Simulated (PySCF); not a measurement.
**Excitation energy of Ar by level of theory**

Ar [Ar] (1S) → Ar [Ne] 3s2 3p5 4s1 (3P), as a difference of total energies. Calculation: PySCF 2.14, in aug-cc-pV(T+d)Z with one added diffuse shell each of s, p, d, f type (7s6p5d3f, 71 functions); the non-relativistic Hamiltonian (point nucleus). Correlated levels: valence: [Ne] frozen. The calculations carry no spin-orbit coupling.

| method | excitation energy (cm⁻¹) |
| --- | --- |
| UHF | 86203 |
| MP2 (valence) | 93522 |
| SCS-MP2 (valence) | 93232 |
| CCSD (valence) | 91910 |
| CCSD(T) (valence) | 92166 |

A first-order spin-orbit estimate (lowest level to lowest level, LS coupling) adds -0.055 eV.

The promoted electron is Rydberg-like, and one or two diffuse shells describe it only roughly, which tends to raise the upper state.
